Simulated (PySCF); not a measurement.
Computed shifts of a molecule C4H10Si, PySCF with PBE/pcSseg-1, GIAO, gas phase, atoms alike by connectivity averaged where their shifts nearly agree, in ppm (number of nuclei): ¹³C: 135.8 (1), 134.8 (1), 24.4 (1), 20.7 (1). ²⁹Si: -68.2 (1). ¹H: 5.94 (1), 5.92 (1), 4.17 (3), 2.08 (3), 2.02 (2). References: ¹³C against TMS (σ = 182.0 ppm); ²⁹Si against TMS (σ = 335.4 ppm); ¹H against TMS (σ = 31.49 ppm), references at their B3LYP-D3(BJ)/def2-TZVP geometries, non-relativistic. Geometry optimised at r2SCAN-D4/def2-SVP. The values are those of a single conformer.

Q: Which structure fits?
A. C/C=C/C[SiH3]
B. C=C(C)C[SiH3]
C. C[SiH]1CCC1
D. C=C([SiH3])CC

A: A, C/C=C/C[SiH3]
